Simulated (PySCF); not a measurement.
# Correlation energy of Hg (mercury, neutral)

[Xe] 4f14 5d10 6s2, closed-shell 1S. Calculation: PySCF 2.14, in x2c-TZVPPall (11s7p7d3f1g, 97 functions); the spin-free X2C one-electron Hamiltonian (Gaussian nucleus). Frozen: [Kr] 4d10 4f14; 20 electrons correlated.

```json
{"level": "CCSD", "correlation energy (mhartree)": "-606.63"}
{"level": "(T)", "correlation energy (mhartree)": "-19.69"}
{"level": "CCSD(T)", "correlation energy (mhartree)": "-626.32"}
```

Diagnostics: T1 = 0.014, D1 = 0.0529, largest double amplitude 0.052.

Cost of the coupled-cluster step: roughly 14 core-seconds, for 20 correlated electrons.

This basis was not built for core-valence correlation, so the inner-shell part is incomplete.
